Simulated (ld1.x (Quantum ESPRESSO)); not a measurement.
Li (Z = 3): excitation energies, all-electron against TM

ld1.x (Quantum ESPRESSO) 7.5 input, shortened:

```
&input
   title='Li', zed=3., rel=1, dft='PZ', iswitch=3,
   config='[He] 2s1 2p0 3d-2'
 /
 &inputp
   pseudotype=2, tm=.true., lloc=-1, rcloc=3.05,
   nlcc=.false.
 /
3
2S  1  0   1.00   0.00  2.85  2.85  0.0
2P  2  1   0.00   0.00  4.20  4.20  0.0
3D  3  2  -2.00  -0.15  3.65  3.65  0.0
 &test
   configts(1)='2s1 2p0'
 /
```

Energies are relative to the spin-unpolarised reference configuration 2s1 2p0; without spin polarisation the order of configurations can differ from experiment. Spin-polarised rows fill each open shell by Hund’s rule, majority spin first.

Q: Give the all-electron excitation energy and the error of the potential for: 2s0.5 2p0; 2s0 2p1; 2s1 2p0 (spin-polarised); 2s0.5 2p0 (spin-polarised).

A:

```json
{"valence configuration": "2s0.5 2p0", "charge": "+0.5", "ΔE all-electron (eV)": "2.045", "error AE − PS (meV)": "+5.8"}
{"valence configuration": "2s0 2p1", "charge": "0", "ΔE all-electron (eV)": "1.754", "error AE − PS (meV)": "-0.7"}
{"valence configuration": "2s1 2p0 (spin-polarised)", "charge": "0", "ΔE all-electron (eV)": "-0.233", "error AE − PS (meV)": "+20"}
{"valence configuration": "2s0.5 2p0 (spin-polarised)", "charge": "+0.5", "ΔE all-electron (eV)": "1.953", "error AE − PS (meV)": "+16"}
```
